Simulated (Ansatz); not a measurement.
Geometry optimisation, RHF/def2-SVP in Ansatz 0.2.0.

Input:

```yaml
crystal:
  periodic: [false, false, false]
  atoms:
    - { symbol: F, position_ang: [-0.20129, -1.41665, 1.51515] }
    - { symbol: Si, position_ang: [0.6807, -0.58226, 0.44511] }
    - { symbol: F, position_ang: [0.99961, -1.7725, -0.60087] }
    - { symbol: Al, position_ang: [-0.78085, 1.07392, -0.62442] }
    - { symbol: H, position_ang: [1.95953, -0.46976, 1.1554] }
    - { symbol: H, position_ang: [-0.27262, 1.9104, -1.83627] }
    - { symbol: H, position_ang: [-2.17863, 1.45062, -0.03618] }
basis:
  gaussian: { orbitals: def2-SVP }
hamiltonian:
  xc: hf
relax:
  f_tol: 0.015
  max_steps: 40
output:
  orbitals: {}
```

Launched with:

```bash
$ ansatz run input.yaml --threads 1 --pin off --max-ram 2048MiB --backend cpu --events-out ev --progress --plain --runs-dir out
```

Problem. Where does it end, and by what steps?

Solution. It converged. The force dipped under the threshold on the way, but the program's further checks kept it going. After 28 steps the energy has fallen by 0.211 eV; H6 moved furthest, 0.93 Å.

| step | energy less start (eV) | largest force component (eV/Å) | accepted |
| --- | --- | --- | --- |
| 0 | 0.0000 | 1.786 | yes |
| 1 | -0.1533 | 0.448 | yes |
| 2 | -0.1840 | 0.343 | yes |
| 3 | -0.1889 | 0.387 | yes |
| 4 | -0.1977 | 0.299 | yes |
| 5 | -0.2005 | 0.053 | yes |
| 6 | -0.2013 | 0.012 | yes |
| 7 | -0.1986 | 0.230 | no |
| 8 | -0.2022 | 0.044 | yes |
| 9 | -0.2021 | 0.101 | no |
| 10 | -0.2028 | 0.036 | yes |
| 11 | -0.2034 | 0.044 | yes |
| 12 | -0.2039 | 0.055 | yes |
| 13 | -0.2046 | 0.082 | yes |
| 14 | -0.2050 | 0.078 | yes |
| 15 | -0.2062 | 0.009 | yes |
| 16 | -0.2076 | 0.054 | yes |
| 17 | -0.2045 | 0.217 | no |
| 18 | -0.2075 | 0.125 | no |
| 19 | -0.2082 | 0.020 | yes |
| 20 | -0.2090 | 0.067 | yes |
| 21 | -0.2078 | 0.162 | no |
| 22 | -0.2099 | 0.036 | yes |
| 23 | -0.2103 | 0.053 | yes |
| 24 | -0.2105 | 0.043 | yes |
| 25 | -0.2108 | 0.048 | yes |
| 26 | -0.2109 | 0.034 | yes |
| 27 | -0.2110 | 0.020 | yes |
| 28 | -0.2110 | 0.008 | yes |

```xyz
7
Properties=species:S:1:pos:R:3
F 0.067 -1.030 1.892
Si 0.645 -0.688 0.425
F 0.487 -2.041 -0.440
Al -0.737 1.100 -0.601
H 2.093 -0.462 0.588
H -0.058 2.437 -1.098
H -2.292 0.878 -0.748
```

Whether the end is a true minimum wasn't checked by a vibrational analysis.

Time of the run: 76 s on 1 thread of Intel(R) Xeon(R) Processor @ 2.50GHz (Skylake/Cascade Lake), with other jobs on the host, peak memory 0.15 GiB.
